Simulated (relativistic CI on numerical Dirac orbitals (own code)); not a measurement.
## Hyperfine structure of Sn35+, mass number 119

Method of calculation: Dirac-Coulomb-Breit CI, separate exchange-only KLI orbitals for each configuration, model QED, unscaled Slater integrals (own radial code, finite nucleus).

Configuration list (outside the closed core [Ne]): 3s2 3p3, 3s 3p4, 3s2 3p2 3d, 3p5, 3s 3p3 3d, 3p4 3d, 3s 3p2 3d2, 3s2 3p 3d 4p, 3p4 4s, 3s 3p2 3d 4s, 3p4 4p, 3s2 3p2 4s, 3s2 3p 3d2, 3s2 3d3, 3s 3p 3d3, 3s2 3d2 4s, 3p3 3d2, 3p2 3d3, 3p2 3d2 4s, 3s2 3p 3d 4s, 3s 3p 3d2 4s, 3s2 3d 4s2, 3s 3p2 3d 4p, 3s 3p 3d2 4p, 3p2 3d2 4p, 3s 3p 3d 4s 4p. Double excitations out of closed p, d and f shells are left out; levels of such configurations are missing from the list, as are those of other unlisted configurations, and high levels can miss mixing partners.

Nuclear spin I = 1/2, μ = -1.0459 μN (tables of Stone and Pyykkö). The electronic factors are computed for point nuclear moments, without core polarisation or the Bohr-Weisskopf and QED corrections.

```
            Level   E (eV)  A (GHz)
  3s2 3p3 2D°_5/2   55.365   -231.4
  3s2 3p3 2P°_1/2   64.500   -699.7
  3s2 3p3 2P°_3/2  113.109   -119.3
    3s 3p4 4P_5/2  138.173     -427
3s2 3p2 3d 4D_1/2  185.713   -236.2
```

Levels with J = 0, under 50 % of one LS term, or S terms without an open s electron are left out. Small factors come from cancelling terms and can be off by tens of per cent or more.

At this charge energies of transitions that change n are usually good to better than 1 %, and those within a shell (Δn = 0) to a few per cent.

**Question.** Give the hyperfine levels of 3s2 3p3 2P°_1/2 relative to its centre of gravity.

**Answer.** With K = F(F + 1) − I(I + 1) − J(J + 1), E = AK/2: F = 0: 524.8, F = 1: -174.9 GHz.

LS names give the leading component of a level, which can be under half, so a name can repeat, a term be missing and a line seem to break the LS rules.
